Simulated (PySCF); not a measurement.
# NMR data sheet: C4H4N4Si

| Property | Result |
| --- | --- |
| Formula | C4H4N4Si |
| SMILES | N#Cc1nncnc1[SiH3] |
| InChI | InChI=1S/C4H4N4Si/c5-1-3-4(9)6-2-7-8-3/h2H,9H3 |
| Point group of the computed structure | C1 |
| Degrees of unsaturation | 6 |
| Carbon signals | 4 |
| Proton signals | 2 |

Molfile (atoms numbered from 1):
```
C4H4N4Si
     RDKit          3D

 13 13  0  0  0  0  0  0  0  0999 V2000
   -1.4438    2.8307   -0.4926 N   0  0  0  0  0  0  0  0  0  0  0  0
   -0.6170    2.0583   -0.3089 C   0  0  0  0  0  0  0  0  0  0  0  0
    0.3491    1.0481   -0.0979 C   0  0  0  0  0  0  0  0  0  0  0  0
    1.6200    1.3949    0.0725 N   0  0  0  0  0  0  0  0  0  0  0  0
    2.5348    0.4860    0.1545 N   0  0  0  0  0  0  0  0  0  0  0  0
    2.1788   -0.7754   -0.0282 C   0  0  0  0  0  0  0  0  0  0  0  0
    0.9298   -1.2105   -0.0299 N   0  0  0  0  0  0  0  0  0  0  0  0
   -0.0396   -0.3109    0.0006 C   0  0  0  0  0  0  0  0  0  0  0  0
   -1.8324   -0.9150    0.1841 Si  0  0  0  0  0  4  0  0  0  0  0  0
    2.9688   -1.5057   -0.1274 H   0  0  0  0  0  0  0  0  0  0  0  0
   -1.7492   -2.3474    0.4337 H   0  0  0  0  0  0  0  0  0  0  0  0
   -2.4972   -0.5900   -1.0761 H   0  0  0  0  0  0  0  0  0  0  0  0
   -2.4065   -0.1627    1.2978 H   0  0  0  0  0  0  0  0  0  0  0  0
  1  2  3  0
  2  3  1  0
  3  4  1  0
  4  5  2  0
  5  6  1  0
  6  7  2  0
  7  8  1  0
  8  9  1  0
  8  3  2  0
  6 10  1  0
  9 11  1  0
  9 12  1  0
  9 13  1  0
M  END
```

PySCF calculation with NMR shieldings at PBE0/pcSseg-1/GIAO and structure optimised with GFN2-xTB; no solvent model, one computed conformer, rapidly exchanging positions averaged, non-relativistic Hamiltonian.

Scale: 1H (σref 31.72) and 13C (σref 186.93) and 29Si (σref 349.16) vs TMS; 15N (σref 267.73) against NH3 (reference shieldings calculated alike).

| carbon | δC, type | δH (multiplicity) | HMBC from (2–3 bonds) | span of the C tensor (ppm) |
| --- | --- | --- | --- | --- |
| C2 | 121.4, C | – | – | 335 |
| C3 | 150.9, C | – | H11/H12/H13 | 279 |
| C6 | 155.3, CH | 9.87 (s) | – | 204 |
| C8 | 173.6, C | – | H10, H11/H12/H13 | 239 |

Other nuclei:
| atoms | nucleus | environment | δ (ppm) | σ (ppm) |
| --- | --- | --- | --- | --- |
| H11/H12/H13 | 1H | hydrogen on a silicon bonded to C | 4.71 | 27.01 |
| Si9 | 29Si | silicon bonded to C, 3 H | -68.9 | 418.0 |
| N4 | 15N | pyridine-type ring nitrogen | 492.8 | -225.0 |
| N5 | 15N | pyridine-type ring nitrogen | 426.6 | -158.9 |
| N1 | 15N | nitrile nitrogen | 343.1 | -75.4 |
| N7 | 15N | pyridine-type ring nitrogen | 341.5 | -73.8 |

- Carbon types of the structure: 3 × C, 1 × CH, leaving 3 H on heteroatoms.
- δC 173.6, 150.9: substituted aromatic carbon next to a ring nitrogen.
- δC 155.3: aromatic CH between two ring heteroatoms.
- δC 121.4: nitrile carbon; typical of a nitrile.
- δH 9.87: hydrogen on an aromatic CH between two ring heteroatoms; it sits in the deshielding region of the aromatic ring current.
- δH 4.71: hydrogen on a silicon bonded to C.

Shifts are as computed. Against solution values, carbons near 30 ppm lie about +3 ppm off and those near 130 ppm about +5 ppm. Of 1211 compounds with measured shifts, 218 miss one by over three times the rms of a fit or turn the order of signals round; such compounds aren't used in these exercises. Experimental scales use liquid or dissolved standards, which lie at an offset from isolated NH3 (liquid NH3: subtract about 20 ppm). Unscaled 15N shifts of sp2 nitrogen come out 20 to 40 ppm too high even then. Multiplicities follow the n + 1 count of equivalent neighbours, as no J values were calculated; m marks all less simple cases, F and P coupling included.
